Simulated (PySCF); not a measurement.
**Electron correlation in Al⁺ (aluminium, charge +1)**

[Ne] 3s1 4s1, high-spin 3S determinant (an excited configuration). Calculation: PySCF 2.14, in aug-cc-pCVTZ-DK with one added diffuse shell each of s, p, d, f type (9s8p6d4f, 91 functions); scalar relativity by spin-free X2C-1e. Frozen: [Ne]; 2 electrons correlated.

With two correlated electrons CCSD is exact within the correlated space (frozen core and kept virtual orbitals).

```json
{"level": "CCSD", "correlation energy (mhartree)": "-6.47"}
```

Diagnostics: T1 = 0.011, D1 = 0.0215, largest double amplitude 0.056.

**Question.** Is a single reference adequate?

**Answer.** Yes: T1 lies below 0.03 and no double amplitude reaches 0.07.
